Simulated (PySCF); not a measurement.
A small calculation by hand: chemical shift, span and skew from a shielding tensor

CH₆ClFOSi₂, SMILES Cl[Si@](F)(O)[SiH2]C. Atoms are numbered in the order given.

```xyz
12

C      2.2795     1.5166    -0.2218
Si     1.7841    -0.3029    -0.2371
Si    -0.4729    -0.4142     0.3204
O     -0.6849     0.1363     1.8612
F     -1.1118    -1.9041     0.1870
Cl    -1.5653     0.7676    -1.0049
H      2.1591     1.9359     0.7892
H      1.6359     2.0871    -0.9093
H      3.3276     1.6470    -0.5326
H      2.5814    -1.1051     0.7357
H      1.9416    -0.8987    -1.5957
H     -1.5836     0.2721     2.1889
```
Charge 0, spin multiplicity 1.

Geometry optimised at B3LYP-D3(BJ)/def2-SVP. The structure was generated by enumeration; whether it is a known compound was not checked. The values are those of a single conformer.

GIAO shieldings from B3LYP/pcSseg-1 (PySCF), non-relativistic, no solvent. The symmetric part of the tensor of Si3 has the principal values 317.6, 331.8, 380.0 ppm. The same nucleus in TMS has σ = 338.7 ppm at this level (PySCF, at its B3LYP-D3(BJ)/def2-TZVP geometry). Without spin–orbit terms, shifts of atoms bonded to Cl or Br come out too high.

Problem. Work out the isotropic shielding, the ²⁹Si shift against TMS, the span and the skew.

Solution. 
σ(iso) = (σ11 + σ22 + σ33)/3 = 343.1 ppm. δ = σ(ref) − σ(iso) = 338.7 − (343.1) = -4.4 ppm.
Span Ω = σ33 − σ11 = 62.4 ppm. Skew κ = 3(σ(iso) − σ22)/Ω = 0.54. Tumbling in solution averages the tensor to δ; in a static solid the shielding alone would spread this spin-1/2 line over Ω.
